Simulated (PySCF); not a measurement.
Ga(Cl)2(NH3) (Cl2GaH3N), SMILES [Cl][Ga]([Cl])<-[NH3] (connectivity only; charge and spin as stated), neutral, multiplicity 2. Atoms are numbered in the order given.

```xyz
7

Ga     0.5869    -0.0571     0.0000
Cl    -0.3882     0.6478    -1.8571
Cl    -0.3882     0.6478     1.8571
N     -0.4375    -1.9407     0.0000
H     -1.0330    -1.9411    -0.8308
H     -1.0330    -1.9411     0.8308
H      0.1308    -2.7873     0.0000
```
Charge 0, spin multiplicity 2.

Geometry optimised at PBE0-D3(BJ)/def2-SVP. The spin state was assumed, not searched. The isomer is the one that the SMILES or the coordinates give; other isomers of the formula were not compared.

These are PBE/def2-TZVP run with PySCF values and carry that method's errors.

ESP charges are fitted to the potential on shells at 1.4 to 2.0 van der Waals radii. Atomic charges (e):

```tsv
atom	ESP fit	Löwdin	meta-Löwdin	Mulliken spin
Ga1	0.19	-0.55	[?]	0.75
Cl2	-0.25	0.08	[?]	0.11
Cl3	-0.25	0.08	[?]	0.11
N4	-0.67	-0.13	[?]	0.02
H5	0.32	0.17	[?]	0.01
H6	0.32	0.17	[?]	0.01
H7	0.34	0.17	[?]	0.00
```

**Question.** What belongs in the gaps? (The exact figures need the calculation; the answer reports its results.)

**Answer.** 
- Ga1, meta-Löwdin: 0.34
- Cl2, meta-Löwdin: -0.33
- Cl3, meta-Löwdin: -0.33
- N4, meta-Löwdin: -0.46
- H5, meta-Löwdin: 0.27
- H6, meta-Löwdin: 0.27
- H7, meta-Löwdin: 0.26
